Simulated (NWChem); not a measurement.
System: C3H2F3, doublet; SMILES F[C](/C=C/F)F

NWChem input:

```
start job
memory heap 200 mb stack 900 mb global 1100 mb
geometry units angstroms noautosym nocenter noautoz
  F     -0.173312    -2.642472     0.000000
  C      0.351204    -1.422103     0.000000
  C     -0.490370    -0.320974     0.000000
  C     -0.069357     0.980729     0.000000
  F     -0.874206     2.014091     0.000000
  F      1.193517     1.341483     0.000000
  H      1.442155    -1.396633     0.000000
  H     -1.569796    -0.487168     0.000000
end
basis spherical
  * library 6-311g**
end
dft
  odft
  mult 2
  xc b3lyp
  iterations 150
end
cosmo
  do_cosmo_smd true
  solvent water
end
task dft energy
```

Output (shortened):

```
             Northwest Computational Chemistry Package (NWChem) 7.3.0
             --------------------------------------------------------

                             Geometry "geometry" -> ""
                             -------------------------

 Output coordinates in angstroms (scale by  1.889725989 to convert to a.u.)

  No.       Tag          Charge          X              Y              Z
 ---- ---------------- ---------- -------------- -------------- --------------
    1 F                    9.0000    -0.17331200    -2.64247200     0.00000000
    2 C                    6.0000     0.35120400    -1.42210300     0.00000000
    3 C                    6.0000    -0.49037000    -0.32097400     0.00000000
    4 C                    6.0000    -0.06935700     0.98072900     0.00000000
    5 F                    9.0000    -0.87420600     2.01409100     0.00000000
    6 F                    9.0000     1.19351700     1.34148300     0.00000000
    7 H                    1.0000     1.44215500    -1.39663300     0.00000000
    8 H                    1.0000    -1.56979600    -0.48716800     0.00000000

 Effective nuclear repulsion energy (a.u.)     223.4079007761

                                 NWChem DFT Module
                                 -----------------

 Summary of "ao basis" -> "ao basis" (spherical)
 ------------------------------------------------------------------------------
       Tag                 Description            Shells   Functions and Types
 ---------------- ------------------------------  ------  ---------------------
 F                          6-311g**                 8       18   4s3p1d
 C                          6-311g**                 8       18   4s3p1d
 H                          6-311g**                 4        6   3s1p

 in cosmo_initialize ...
 calling solv_data for solv:h2o

 solvent parameters
 solvname_short: h2o
 solvname_long:  water
 dielec:       78.4000
 dielecinf:     1.7769
 aqueous SMD model solvent descriptors
 dielec:       78.4000
 sola:          0.8200

          ---------------
          -cosmo- solvent
          ---------------
 Cosmo: York-Karplus, doi: 10.1021/jp992097l
 dielectric constant -eps-     =  78.40
 screen = (eps-1)/(eps    )    =   0.98724
 surface charge correction     = lagrangian

   van der Waals surface
 --------------------------

[...]

                                COSMO-SMD solvation results
                                ---------------------------

             internal energy in gas <Psi(g)|H|Psi(g)> =      -415.083475803931
         internal energy in solvent <Psi(s)|H|Psi(s)> =      -415.082962577548
                               delta internal energy  =         0.000513226383 (    0.32 kcal/mol)
   total free energy in solvent <Psi(s)|H+V/2|Psi(s)> =      -415.088495970704
 polarization energy contribution <Psi(s)|V/2|Psi(s)> =        -0.005533393156 (   -3.47 kcal/mol)
    total free energy in solvent including G(SMD-CDS) =      -415.080409842889
                       G(SMD-CDS) energy contribution =         0.008086127815 (    5.07 kcal/mol)
     1 M fixed-concentration free energy of solvation =         0.003065961042 (    1.92 kcal/mol)

                    DFT Final Alpha Molecular Orbital Analysis
                    ------------------------------------------

 Vector   22  Occ=1.000000D+00  E=-3.816130D-01
              MO Center=  1.1D-01, -1.7D+00,  2.2D-10, r^2= 2.1D+00
   Bfn.  Coefficient  Atom+Function         Bfn.  Coefficient  Atom+Function
  ----- ------------  ---------------      ----- ------------  ---------------
     7      0.311986  1 F  px                11      0.304019  1 F  px
     3      0.221647  1 F  px                25     -0.193607  2 C  px
   110     -0.191221  7 H  s                 46      0.190056  3 C  s
    47      0.136685  3 C  px                21     -0.130671  2 C  px
    43      0.131305  3 C  px               109     -0.122523  7 H  s

 Vector   23  Occ=1.000000D+00  E=-3.140028D-01
              MO Center= -1.4D-01, -3.5D-01, -1.1D-09, r^2= 2.5D+00
   Bfn.  Coefficient  Atom+Function         Bfn.  Coefficient  Atom+Function
  ----- ------------  ---------------      ----- ------------  ---------------
    45      0.259240  3 C  pz                49      0.248148  3 C  pz
    27      0.201751  2 C  pz                63      0.188646  4 C  pz
    13     -0.180867  1 F  pz                41      0.172125  3 C  pz
     9     -0.165081  1 F  pz               103     -0.139216  6 F  pz
    31      0.134270  2 C  pz                85     -0.133767  5 F  pz

 Vector   24  Occ=1.000000D+00  E=-1.799532D-01
              MO Center=  1.3D-01, -2.8D-01,  5.3D-09, r^2= 3.0D+00
   Bfn.  Coefficient  Atom+Function         Bfn.  Coefficient  Atom+Function
  ----- ------------  ---------------      ----- ------------  ---------------
    31      0.369689  2 C  pz                63     -0.343140  4 C  pz
    27      0.322480  2 C  pz                67     -0.266967  4 C  pz
    23      0.206546  2 C  pz                59     -0.205568  4 C  pz
    13     -0.195661  1 F  pz                85      0.167176  5 F  pz
   103      0.160626  6 F  pz                 9     -0.147861  1 F  pz

 Vector   25  Occ=0.000000D+00  E= 3.937816D-02
              MO Center= -2.1D-01, -1.9D-01,  5.9D-09, r^2= 2.4D+00
   Bfn.  Coefficient  Atom+Function         Bfn.  Coefficient  Atom+Function
  ----- ------------  ---------------      ----- ------------  ---------------
    49      0.775855  3 C  pz                31     -0.486564  2 C  pz
    67     -0.485344  4 C  pz                63     -0.307440  4 C  pz
    45      0.302274  3 C  pz                41      0.218474  3 C  pz
    27     -0.214901  2 C  pz                59     -0.188425  4 C  pz
    23     -0.145639  2 C  pz               103      0.144770  6 F  pz

[...]
```

Level: B3LYP/6-311G** (spherical d), spin-unrestricted, SMD on the gas-phase geometry. In the optimisation the excess spin sits in a" (Cs, its own frame). Coordinates come from a PBE0/def2-SVP, spin-unrestricted optimisation. No stability test was run on the SCF state. Solvent: water.
